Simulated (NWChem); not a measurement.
Species: CH6OSSi; SMILES O[SiH2]SC

```xyz
10

Si    -0.5306     0.9223     0.0162
O      0.5580     2.1237    -0.3445
S      0.5191    -0.8812     0.5233
C     -0.4812    -2.1319    -0.3486
H     -1.4250     0.5583    -1.1289
H     -1.3362     1.4755     1.1360
H      1.2667     1.8791    -0.9482
H     -1.4587    -2.2748     0.1317
H     -0.6229    -1.8731    -1.4070
H      0.0795    -3.0743    -0.2863
```
Atoms are numbered in this order, from 1.

Level: PBE0/def2-SVP (NWChem), optimised geometry, unscaled harmonic frequencies. 

### Question
List the harmonic frequencies with IR intensities, and the thermochemistry.

### Answer
```json
[
 {"frequency (cm⁻¹)": "15", "IR intensity (km/mol)": "0.8"},
 {"frequency (cm⁻¹)": "97", "IR intensity (km/mol)": "0.3"},
 {"frequency (cm⁻¹)": "179", "IR intensity (km/mol)": "13.7"},
 {"frequency (cm⁻¹)": "222", "IR intensity (km/mol)": "19.3"},
 {"frequency (cm⁻¹)": "327", "IR intensity (km/mol)": "101.9"},
 {"frequency (cm⁻¹)": "517", "IR intensity (km/mol)": "50.3"},
 {"frequency (cm⁻¹)": "602", "IR intensity (km/mol)": "43.3"},
 {"frequency (cm⁻¹)": "719", "IR intensity (km/mol)": "29.4"},
 {"frequency (cm⁻¹)": "732", "IR intensity (km/mol)": "9.8"},
 {"frequency (cm⁻¹)": "827", "IR intensity (km/mol)": "114.0"},
 {"frequency (cm⁻¹)": "912", "IR intensity (km/mol)": "94.5"},
 {"frequency (cm⁻¹)": "916", "IR intensity (km/mol)": "365.4"},
 {"frequency (cm⁻¹)": "962", "IR intensity (km/mol)": "81.6"},
 {"frequency (cm⁻¹)": "965", "IR intensity (km/mol)": "33.3"},
 {"frequency (cm⁻¹)": "976", "IR intensity (km/mol)": "3.0"},
 {"frequency (cm⁻¹)": "1336", "IR intensity (km/mol)": "4.5"},
 {"frequency (cm⁻¹)": "1445", "IR intensity (km/mol)": "11.9"},
 {"frequency (cm⁻¹)": "1457", "IR intensity (km/mol)": "9.4"},
 {"frequency (cm⁻¹)": "2204", "IR intensity (km/mol)": "126.5"},
 {"frequency (cm⁻¹)": "2272", "IR intensity (km/mol)": "118.7"},
 {"frequency (cm⁻¹)": "3072", "IR intensity (km/mol)": "18.5"},
 {"frequency (cm⁻¹)": "3186", "IR intensity (km/mol)": "3.3"},
 {"frequency (cm⁻¹)": "3191", "IR intensity (km/mol)": "0.9"},
 {"frequency (cm⁻¹)": "3920", "IR intensity (km/mol)": "100.8"}
]
```

```
Item                                                                               Result
-----------------------------------------------------------------------  ----------------
zero-point energy                                                           44.4 kcal/mol
thermal correction to the enthalpy at 298.15 K (with zero-point energy)     49.3 kcal/mol
heat capacity Cv                                                         22.1 cal/(mol K)
entropy at 298.15 K and 1 atm (symmetry number 1)                        84.4 cal/(mol K)
dipole moment                                                                      2.15 D
```

Rigid rotor and harmonic oscillator; modes under 100 cm⁻¹ make the entropy uncertain.
